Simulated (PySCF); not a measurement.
C₂H₅S, SMILES CC[S], multiplicity 2. Atoms are numbered in the order given.

```xyz
8

C     -0.3323    -1.6116     0.0000
C      0.6163    -0.4303     0.0000
S     -0.1592     1.1804     0.0000
H     -0.9750    -1.5937     0.8817
H      0.2244    -2.5533     0.0000
H     -0.9750    -1.5937    -0.8817
H      1.2847    -0.4475     0.8693
H      1.2847    -0.4475    -0.8693
```
Charge 0, spin multiplicity 2.

Coordinates come from a PBE0-D3(BJ)/def2-TZVP optimisation. The isomer is the one that the SMILES or the coordinates give; other isomers of the formula were not compared.

The numbers are results of PBE0/pcH-1 (PySCF), not measurements.

Unrestricted Kohn–Sham, ⟨S²⟩ = 0.753. Hyperfine tensors hold the contact and dipolar terms, without spin-orbit corrections.

Computed hyperfine couplings:
| nucleus | A(iso) (MHz) | A(iso) (G) | dipolar principal values (MHz) |
|---|---|---|---|
| 13C no. 1 | -2.7 | -1.0 | -0.7, -0.5, 1.2 |
| 13C no. 2 | -17.8 | -6.4 | -3.5, -2.0, 5.5 |
| 33S no. 3 | 8.6 | 3.1 | -87.3, -85.6, 172.9 |
| 1H no. 4 | 0.1 | 0.0 | -2.4, -2.2, 4.7 |
| 1H no. 5 | -2.8 | -1.0 | -1.5, -1.3, 2.7 |
| 1H no. 6 | 0.1 | 0.0 | -2.4, -2.2, 4.7 |
| 1H no. 7 | 83.9 | 29.9 | -5.4, -2.1, 7.5 |
| 1H no. 8 | 83.9 | 29.9 | -5.4, -2.1, 7.5 |
